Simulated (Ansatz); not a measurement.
Relaxation of BF2H5O2Si (11 atoms, charge 0, multiplicity 1), to a largest force component of 0.03 eV/Å in at most 50 steps.

Theory: RKS PBE-D4/def2-SVP in Ansatz 0.2.0.

```xyz
11
Properties=species:S:1:pos:R:3:forces:R:3
B 0.053 -0.340 0.127 -0.41 -0.24 0.47
O -0.771 -0.933 1.073 0.44 0.30 -0.46
H -1.671 -1.045 0.717 -0.03 0.02 -0.01
F 1.354 -0.231 0.391 -0.04 0.01 0.00
F -0.400 -0.010 -1.086 0.02 0.00 0.05
O -0.404 1.830 1.496 -0.26 -0.56 0.23
Si 0.958 2.561 2.185 0.06 0.03 -0.02
H 1.891 1.547 2.792 -0.01 0.01 0.02
H 1.637 3.287 1.065 0.00 0.01 0.00
H 0.564 3.554 3.248 0.00 -0.02 0.00
H -0.776 1.069 2.007 0.23 0.45 -0.28
```

**Question.** Where does it end, and by what steps?

**Answer.** The forces met the threshold. After 11 steps the energy has fallen by 0.054 eV; F5 moved furthest, 0.56 Å.

```json
{"step": "0", "energy less start (eV)": "0.0000", "largest force component (eV/Å)": "0.562", "accepted": "yes"}
{"step": "1", "energy less start (eV)": "-0.0145", "largest force component (eV/Å)": "0.289", "accepted": "yes"}
{"step": "2", "energy less start (eV)": "-0.0193", "largest force component (eV/Å)": "0.173", "accepted": "yes"}
{"step": "3", "energy less start (eV)": "-0.0258", "largest force component (eV/Å)": "0.133", "accepted": "yes"}
{"step": "4", "energy less start (eV)": "-0.0337", "largest force component (eV/Å)": "0.289", "accepted": "yes"}
{"step": "5", "energy less start (eV)": "-0.0412", "largest force component (eV/Å)": "0.139", "accepted": "yes"}
{"step": "6", "energy less start (eV)": "-0.0473", "largest force component (eV/Å)": "0.134", "accepted": "yes"}
{"step": "7", "energy less start (eV)": "-0.0512", "largest force component (eV/Å)": "0.166", "accepted": "yes"}
{"step": "8", "energy less start (eV)": "-0.0527", "largest force component (eV/Å)": "0.108", "accepted": "yes"}
{"step": "9", "energy less start (eV)": "-0.0534", "largest force component (eV/Å)": "0.064", "accepted": "yes"}
{"step": "10", "energy less start (eV)": "-0.0538", "largest force component (eV/Å)": "0.042", "accepted": "yes"}
{"step": "11", "energy less start (eV)": "-0.0540", "largest force component (eV/Å)": "0.025", "accepted": "yes"}
```

```xyz
11
Properties=species:S:1:pos:R:3
B 0.032 -0.128 0.281
O -0.803 -1.032 0.893
H -1.681 -1.020 0.475
F 1.349 -0.187 0.571
F -0.330 0.501 -0.854
O -0.357 1.487 1.626
Si 0.975 2.461 2.083
H 1.975 1.684 2.889
H 1.556 2.951 0.798
H 0.475 3.616 2.907
H -0.757 0.960 2.343
```

The run took 21 s on 4 threads of Intel(R) Xeon(R) Platinum 8259CL CPU @ 2.50GHz (Skylake/Cascade Lake) (shared host), peak memory 0.17 GiB.
